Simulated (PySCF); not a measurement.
C₂H₇Al, SMILES [AlH]([CH3])[CH3] (connectivity only; charge and spin as stated), charge +1, multiplicity 2. Atoms are numbered in the order given.

```xyz
10

Al     0.7052     0.0960     0.0000
C     -0.5884    -1.6873     0.0000
H     -0.1669    -2.0774    -0.9397
H     -1.6411    -1.3879     0.0000
H     -0.1669    -2.0774     0.9397
C     -0.5763     1.5457     0.0000
H      0.0265     2.4729     0.0000
H     -1.2143     1.5242     0.8972
H     -1.2143     1.5242    -0.8972
H      2.1975    -0.3763     0.0000
```
Charge +1, spin multiplicity 2.

Geometry: PBE0-D3(BJ)/def2-SVP. The spin state was assumed, not searched. The isomer is the one that the SMILES or the coordinates give; other isomers of the formula were not compared.

All values below come from PySCF with PBE0/pcH-1.

Unrestricted Kohn–Sham, ⟨S²⟩ = 0.756. Hyperfine tensors hold the contact and dipolar terms, without spin-orbit corrections.

Problem. Estimate the hyperfine couplings. (An estimate is asked for; the answer gives what the named calculation found.)

Solution. 
```csv
nucleus,A(iso) (MHz),A(iso) (G),dipolar principal values (MHz)
27Al no. 1,-140.2,-50.0,"-31.7, -28.2, 59.9"
13C no. 2,59.7,21.3,"-62.8, -62.5, 125.3"
1H no. 3,-11.2,-4.0,"-30.0, -4.0, 33.9"
1H no. 4,-44.1,-15.7,"-28.9, -3.4, 32.3"
1H no. 5,-11.2,-4.0,"-30.0, -4.0, 33.9"
13C no. 6,37.0,13.2,"-14.0, -13.7, 27.7"
1H no. 7,57.2,20.4,"-7.2, -2.5, 9.7"
1H no. 8,-9.9,-3.5,"-7.2, -0.2, 7.4"
1H no. 9,-9.9,-3.5,"-7.2, -0.2, 7.4"
1H no. 10,29.9,10.7,"-4.0, -0.9, 4.9"
```

Problem. And the g tensor (effective nuclear charges for spin-orbit coupling, GIAO)? (An estimate is asked for; the answer gives what the named calculation found.)

Solution. principal values 2.0006, 2.0026, 2.0065; isotropic 2.0032.
